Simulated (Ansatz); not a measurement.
`CC(C)(C)N[Si](Cl)(Cl)Cl`, charge 0, multiplicity 1.

Task: Give a relaxed structure at PBE0-D4/def2-TZVP (the Gaussian-basis code of Ansatz). (An estimate is asked.)

Result: Ansatz gave: 
Z-matrix (Å, degrees):
```
C
C 1 1.522
H 1 1.093 2 111.6
H 1 1.091 2 111.1 3 -121.3
H 1 1.092 2 109.6 3 118.9
C 2 1.527 1 109.9 3 -59.7
C 2 1.524 1 109.6 3 179.4
N 2 1.469 1 109.9 3 61.3
H 6 1.093 2 110.9 1 -60.7
H 6 1.093 2 110.6 1 179.4
H 6 1.092 2 110.6 1 59.7
H 7 1.092 2 110.6 1 61.3
H 7 1.094 2 110.8 1 -179.3
H 7 1.092 2 110.6 1 -59.2
Si 8 1.680 2 131.5 1 -29.2
H 8 1.010 2 112.9 1 166.4
Cl 15 2.046 8 114.2 2 -49.9
Cl 15 2.039 8 114.1 2 71.6
Cl 15 2.038 8 106.0 2 -169.4
```
This is one stationary point; other conformers may exist.
